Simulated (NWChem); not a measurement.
System: InCl₂ cation; SMILES [Cl][In+][Cl]

```xyz
3

In     0.0000     0.0000     0.0000
Cl     0.0000     0.0000     2.2451
Cl     0.0000     0.0000    -2.2451
```
Atoms are numbered in this order, from 1.

Results from NWChem. The geometry was optimised at PBE0/def2-SVP. def2 effective core potentials on In; no spin-orbit coupling. B3LYP is NWChem's, with the RPA form of VWN correlation. Vertical excitations in the gas phase; the lowest state need not have the same character in each row.

| level | lowest excitation, singlet (eV) | oscillator strength of that lowest state | orbital gap (eV) |
|---|---|---|---|
| PBE/def2-SVP, full TDDFT | 3.53 | 0.000 | 3.32 |
| B3LYP/def2-SVP, full TDDFT | 3.82 | 0.000 | 5.01 |
| Hartree-Fock/def2-SVP, TDHF | (withheld) | 0.000 | (withheld) |
| LRC-wPBEh/def2-SVP, full TDDFT | 4.35 | 0.000 | 9.15 |

Question: What belongs in the gaps?

Answer: 
- Hartree-Fock/def2-SVP, TDHF, lowest excitation, singlet (eV): 5.50
- Hartree-Fock/def2-SVP, TDHF, orbital gap (eV): 12.39
